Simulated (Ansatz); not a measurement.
(H3Ge)2S (Ge2H6S), relaxed as a singlet with RKS B3LYP-D4/def2-SVP in Ansatz, starting from the GFN2-xTB geometry. Force threshold 0.02 eV/Å.

Start:

```xyz
9

Ge    0.7315   -1.4999    0.1098
H     1.6561   -0.8710    1.1153
H     0.6008   -2.9644    0.3853
H     1.3198   -1.2871   -1.2571
S    -1.3060   -0.6679    0.2529
Ge   -0.8203    1.4545   -0.0940
H     0.0770    1.9940    0.9852
H    -0.1323    1.6576   -1.4158
H    -2.1268    2.1841   -0.0816
```

Q: Estimate the energy that the relaxation releases and the steps that it takes.

A: 2.9 kcal/mol, in 4 steps; 3.4 s on 4 threads of Intel Xeon 6975P-C on a shared host. No frequencies were taken in this run, so the end may be a saddle point.

Q: Does the start keep its bonding and symmetry?

A: By distances, no bond broke or formed. The bond that changes most is S5–Ge6, from 2.20 to 2.25 Å (atoms count from 1). Point group C2 at the start, C2 at the end, both within 0.05 Å.

Q: Predict the relaxed structure.

A: 
```xyz
9

Ge    0.760   -1.534    0.114
H     1.682   -0.884    1.167
H     0.598   -3.039    0.388
H     1.344   -1.297   -1.295
S    -1.312   -0.672    0.255
Ge   -0.833    1.497   -0.100
H     0.093    2.029    1.014
H    -0.143    1.675   -1.468
H    -2.188    2.225   -0.075
```
Bond lengths: 2 × Ge–S 2.25 Å; 6 × Ge–H 1.54 Å.
